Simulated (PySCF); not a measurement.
**UHF on Cr⁺ (chromium, charge +1)**

Configuration: [Ar] 3d5, high-spin 6S determinant. Computed with PySCF 2.14 in aug-cc-pVTZ (8s7p5d3f2g, 93 functions), with no relativity, point nucleus.

```json
{
 "Total energy": "-1043.138989 hartree",
 "One-electron energy": "-1433.3345 hartree",
 "Hartree (Coulomb) energy": "437.8684 hartree",
 "Exchange energy": "-47.6729 hartree",
 "Kinetic energy": "1043.06761 hartree",
 "⟨S²⟩": "8.7501",
 "⟨L²⟩": "0.000",
 "Sum of ⟨r⟩": "16.58 bohr",
 "Sum of ⟨r²⟩": "20.82 bohr²",
 "Density at the nucleus (Gaussians lack the cusp)": "9260 bohr⁻³",
 "Spin density at the nucleus": "-0.722 bohr⁻³",
 "Langevin diamagnetic susceptibility": "-16.5 ×10⁻⁶ cm³/mol"
}
```

```
shell  electrons  mean orbital energy (eV)  rms radius, mean of both spins (bohr)
 1s β          1                   -6004.4                                 0.0743
 1s α          1                   -6004.4                                 0.0743
 2s α          1                   -721.66                                  0.319
 2s β          1                   -718.93                                  0.319
 2p α          3                   -610.97                                  0.288
 2p β          3                   -608.25                                  0.288
 3s α          1                   -101.34                                  0.982
 3s β          1                   -91.874                                  0.982
 3p α          3                   -68.998                                   1.06
 3p β          3                   -57.322                                   1.06
 3d α          5                   -17.664                                   1.51
```

Spin-orbit constants ζ (cm⁻¹) from the X2C one-electron operator on these orbitals (non-relativistic here): bare nucleus, nucleus screened by l(l+1)(2l+1)/3 electrons, and screened by the Breit-Pauli mean field of the electrons.

| shell | bare | screened nucleus | mean field |
| --- | --- | --- | --- |
| 2p | 47710 | 43730 | 41880 |
| 3p | 5356 | 4910 | 4665 |
| 3d | 415.3 | 242.2 | 211.8 |
